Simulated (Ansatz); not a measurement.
silanone (SMILES O=[SiH2]) moved off its minimum; all values from Ansatz (an electronic-structure program), cores frozen in correlated methods.
(charge 0, multiplicity 1)
```xyz
4

Si     0.1011    -0.3757     0.1797
O     -0.2702     0.9510     0.1348
H     -1.0344    -1.6395     0.0392
H      1.4907    -1.0967     0.0940
```

**Question.** Give the forces (eV/Å), the total energy and the dipole at CCSD(T)/aug-cc-pV(T+d)Z.

**Answer.** 
```tsv
atom	Fx	Fy	Fz
Si1	2.327	-14.690	-0.477
O2	-2.964	12.010	-0.156
H3	1.546	1.781	0.374
H4	-0.909	0.899	0.260
```
Energy -365.3393 hartree, dipole 2.94 D.
